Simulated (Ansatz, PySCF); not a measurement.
Lewis adduct: BH3 (SMILES B) (first 4 atoms) with H2O (SMILES O); geometry from B3LYP-D3(BJ)/def2-TZVP, rigid monomers moved along the line of their centres of mass till B1···O5 is 3.11 Å.
(charge 0, multiplicity 1):
```xyz
7

B      0.2106     0.2493     0.7896
H      0.6172    -0.7672     0.2870
H     -0.8529     0.6372     0.3940
H      1.0372     1.0909     1.0056
O     -0.4985    -0.6834     3.6732
H     -1.1534    -1.3925     3.6291
H      0.2909    -1.0460     4.0963
```

Monomers are frozen at their geometry in the pair; levels with a basis set take the counterpoise correction.

Cores are frozen in the correlated methods. CBS(a, b) extrapolates the correlation energy as X⁻³ and adds the Hartree–Fock energy of set b.

The values were computed with Ansatz (Gaussian basis) for Hartree–Fock, density functionals and correlated methods; PySCF for the dispersion terms. 

PBE/def2-TZVPPD gives -17.2 kJ/mol for the interaction energy.

Task: Where do these levels fall relative to PBE: PBE-D3(BJ)/def2-TZVPPD, r2SCAN/def2-TZVPPD, PBE0/def2-TZVPPD, wB97M-V/def2-TZVPPD, MP2/CBS(aug-cc-pVDZ, aug-cc-pVTZ), CCSD(T)/CBS(aug-cc-pVDZ, aug-cc-pVTZ).

Result: PBE-D3(BJ)/def2-TZVPPD -1.6; r2SCAN/def2-TZVPPD -0.8; PBE0/def2-TZVPPD 1.3; wB97M-V/def2-TZVPPD 0.3; MP2/CBS(aug-cc-pVDZ, aug-cc-pVTZ) 0.8; CCSD(T)/CBS(aug-cc-pVDZ, aug-cc-pVTZ) 0.9 kJ/mol. 4 of 6 lie above PBE; the widest gap is to PBE-D3(BJ)/def2-TZVPPD.

Ansatz is an electronic-structure program.
